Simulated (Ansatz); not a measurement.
These are frozen-core CCSD(T)/def2-TZVPP // PBE-D3(BJ)/def2-TZVP (Ansatz, an electronic-structure program) values and carry that method's errors.

Ansatz 0.2 input:
```yaml
crystal:
  periodic: [false, false, false]
  atoms:
    - { symbol: O, position_ang: [1.345282, 0.721252, 0.045991] }
    - { symbol: Sn, position_ang: [-0.494473, -0.05573, -0.021054] }
    - { symbol: H, position_ang: [2.017981, 0.021533, 0.090338] }
    - { symbol: H, position_ang: [-1.481777, 1.339532, -0.101963] }
    - { symbol: H, position_ang: [-0.627056, -1.048414, -1.424053] }
    - { symbol: H, position_ang: [-0.759955, -0.978174, 1.410741] }
basis:
  gaussian: { orbitals: def2-TZVPP }
correlation:
  method: ccsd_t
```

Output:

```
Functional definition: HF
971 factors; integrals over basis functions are off by at most 1.1e-3 eV
mean field evaluation 1: about -7903.5355 eV, gradient 3.9e1 eV
mean field evaluation 2: about -7903.6319 eV, gradient 4.0e1 eV
mean field evaluation 4: about -7906.6375 eV, gradient 2.2e0 eV
mean field evaluation 8: about -7906.6679 eV, gradient 9.7e-2 eV
mean field evaluation 16: about -7904.9241 eV, gradient 3.2e1 eV
mean field -7906.66794677 eV, -290.5646877116 hartree, gradient 1.3e-6 eV, S^2 0.000000; 0 other end points of the search recorded, 0 dependent functions left out
5 core orbitals not correlated
reference -7906.66794677 eV, -290.5646877116 hartree; 12, 12 occupied and 120, 120 virtual orbitals, 971 factors
second order -15.96400632 eV of doubles, -0.00000000 eV of singles
cycle   1  -15.77306190 eV  change    1.9e-1 eV  update   9.8e-2
cycle   2  -16.19479988 eV  change   -4.2e-1 eV  update   3.0e-2
cycle   3  -16.29151585 eV  change   -9.7e-2 eV  update   1.7e-2
cycle   4  -16.28186771 eV  change    9.6e-3 eV  update   4.0e-3
cycle   5  -16.27991586 eV  change    2.0e-3 eV  update   1.7e-3
cycle   6  -16.28032846 eV  change   -4.1e-4 eV  update   5.3e-4
cycle   7  -16.28021190 eV  change    1.2e-4 eV  update   2.4e-4
cycle   8  -16.28017853 eV  change    3.3e-5 eV  update   7.7e-5
cycle   9  -16.28020976 eV  change   -3.1e-5 eV  update   2.8e-5
cycle  10  -16.28021712 eV  change   -7.4e-6 eV  update   9.1e-6
perturbative correction -0.48601606 eV, -0.0178607607 hartree
Total energy: -7923.43417995 eV, -291.1808354165 hartree
```

Cost: roughly 40 core-seconds.
